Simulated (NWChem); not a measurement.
Molecule: SrO; SMILES [O]=[Sr]

```xyz
2

Sr     0.0000     0.0000    -0.3037
O      0.0000     0.0000     1.6086
```
Atoms are numbered in this order, from 1.

Coordinates come from a PBE0-D3(BJ)/def2-TZVP optimisation. def2 effective core potentials on Sr; no spin-orbit coupling.

Q: List the 4 lowest vertical singlet excitations from PBE/def2-TZVP with def2 effective core potentials on Sr, TDA (NWChem).

A: 
```csv
state,energy (eV),oscillator strength,leading excitation (squared amplitude)
S1,1.64,0.002,HOMO−2 → LUMO (1.00)
S2,1.64,0.002,HOMO−1 → LUMO (1.00)
S3,1.65,0.055,HOMO → LUMO (0.94)
S4,2.87,0.032,HOMO → LUMO+1 (0.93)
```
